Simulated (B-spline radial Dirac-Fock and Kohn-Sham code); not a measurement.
## Ag: eigenvalues, ΔSCF and the reference

System: atomic silver, [Kr] 4d10 5p1 (an excited configuration).

The density-functional columns are spherical, spin-unpolarised Dirac-Kohn-Sham results without Breit or QED terms: −ε is minus the orbital energy of the initial state and ΔSCF the difference of two total energies. The reference in the last column comes from ΔSCF Dirac-Fock with Breit, self-energy and vacuum polarisation, finite nucleus, configuration average. All numbers are from an atomic code on a B-spline grid, in eV; a selection of levels is shown. For the 1s level of heavy atoms much of the gap between ΔSCF and the reference is the Breit and QED part, -78.4 eV here; for other levels the error of the functional can be larger.

```csv
level,LDA −ε,LDA ΔSCF,Dirac-Fock
K (1s),25284.8,25593.8,25523.1
L1 (2s),3724.4,3776.1,3822.4
L2 (2p1/2),3463.4,3528.3,3534.7
L3 (2p3/2),3288.4,3349.7,3361.8
M1 (3s),683.9,700.1,730.1
M2 (3p1/2),579.9,596.6,615.4
M3 (3p3/2),549.0,565.1,584.1
M4 (3d3/2),364.2,381.9,382.6
M5 (3d5/2),358.0,375.4,376.6
N1 (4s),96.98,103.8,112.8
N2 (4p1/2),64.18,70.72,75.46
N3 (4p3/2),59.02,65.45,70.43
N4 (4d3/2),9.94,15.40,13.28
N5 (4d5/2),9.37,14.79,12.73
"O2,3 (5p)",1.86,4.08,3.28
```

Values without a named source are computed, but for edge energies of neutral atoms, which are taken from tables.
